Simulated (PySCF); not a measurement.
# Radial density of Rh⁺ (rhodium, charge +1)

UHF, [Kr] 4d8, high-spin 3F determinant. All numbers are calculated (PySCF 2.14, scalar relativity by spin-free X2C-1e, in x2c-TZVPall).

```
r (bohr)  4πr²ρ (e/bohr)  4πr²(ρα − ρβ)
  0.0349           51.64        -0.0011
  0.0586           52.89         0.0037
  0.0986           71.92         0.0587
   0.166           50.95         0.2562
   0.279           55.43         0.3137
   0.469           32.41        -0.0061
   0.790           14.74         0.8909
    1.33           10.93         1.4806
    2.23           2.120         0.4307
    3.76          0.1466         0.0214
    6.32       0.0007216        -0.0001
```

Densities and radii are taken from the X2C orbitals without a picture-change correction, which distorts them close to the nucleus.

Question: Where is the radial spin density 4πr²(ρα − ρβ) most negative, and why is it negative at all?

Answer: Around r = 0.469 bohr, down to -0.0061 e/bohr: exchange with the open shell polarises the paired shells in an unrestricted calculation.
